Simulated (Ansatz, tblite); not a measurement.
Cost and result up the ladder for the cluster AgCl₂⁻ (3 atoms). Total charge -1; singlet. Geometry: PBE0-D4/def2-TZVPD.

| atom | x (Å) | y (Å) | z (Å) |
| --- | --- | --- | --- |
| Ag1 | 0.000 | 0.000 | 0.000 |
| Cl2 | 1.300 | 1.619 | -1.071 |
| Cl3 | -1.300 | -1.619 | 1.071 |

Ansatz on 4 threads of Arm Neoverse V1 on a shared host; xTB runs through tblite on one thread. Times are rough, summed over both states, and most runs start from the orbitals of an earlier one. PBE0-D4/def2-TZVPD serves as the yardstick here, not as an exact answer. The other state is a doublet.

In the def2 sets Ag takes a core potential; there is no spin–orbit coupling. The xTB rows come from tblite. Correlated methods freeze 10 core orbitals; core or outer-core shells of Ag are correlated, in sets that lack core-valence functions. The structure comes from a short search, and lower isomers may exist.

Raw xTB energies of ions are shifted by several eV.

```csv
level,functions,wall time,vertical IE (eV),difference from PBE0-D4/def2-TZVPD (eV),remarks
GFN2-xTB,27,0.005 s,8.85,3.92,–
GFN1-xTB,27,0.006 s,9.69,4.76,–
PBE0-D4/def2-TZVPD (with forces),132,6.9 s,4.93,0.00,–
CCSD(T)/def2-TZVPPD,158,60 s,5.41,0.48,large T1 (doublet)
```
